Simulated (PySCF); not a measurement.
Na₂I₂, optimised at PBE0/def2-TZVP:

```xyz
4

Na    -0.3615    -1.6320     0.0153
I     -2.2471     0.3988    -0.8663
Na     0.3410     1.6604    -0.4567
I      2.2266    -0.3704     0.4249
```

Energies from PySCF (xtb for GFN2), thermal terms from the rigid-rotor harmonic-oscillator model, ideal gas at 1 bar. All species are closed-shell singlets. I: scalar-relativistic def2 core potential, no spin-orbit coupling.

Problem. List the harmonic frequencies (cm⁻¹, unscaled) at this level and at the other levels, each on its own geometry.

Solution. 
- PBE0/def2-TZVP: 60, 71, 155, 183, 188, 212
- GFN2-xTB: 49, 49, 137, 143, 155, 164
- PBE/def2-SVP: 59, 70, 149, 178, 184, 208
